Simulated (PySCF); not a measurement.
# Polarisability and C₆ of Cd²⁺ (cadmium, charge +2)

[Kr] 4d10, closed-shell 1S. All numbers are calculated (PySCF 2.14, the spin-free X2C one-electron Hamiltonian (Gaussian nucleus), in x2c-QZVPPall with one added diffuse shell each of s, p, d, f, g type (14s9p8d5f3g, 143 functions)). Coupled (time-dependent) response in atomic units; α is the mean over directions.

```
method  mean α (bohr³)  C₆ (like pair)  S(−4)
  PBE0           5.396           27.38  5.992
```

S(−4) is the Cauchy moment in α(ω) = α(0) + S(−4) ω² + …

α(iu) at PBE0:

```tsv
u (hartree)	α(iu) (bohr³)
0	5.396
0.0500	5.381
0.100	5.337
0.200	5.174
0.300	4.937
0.500	4.372
0.750	3.691
1.00	3.122
1.50	2.285
2.00	1.725
3.00	1.062
5.00	0.5061
```

A single London oscillator, α(iu) = α/(1 + u²/ω²), gives C₆ = (3/4) ω α². Matching the computed C₆ needs ω = 4 × 27.38 / (3 × 5.396²) = 1.25 hartree.

For an ion, C₆ is the dispersion term alone; charge-induced terms of lower order in 1/R come first.
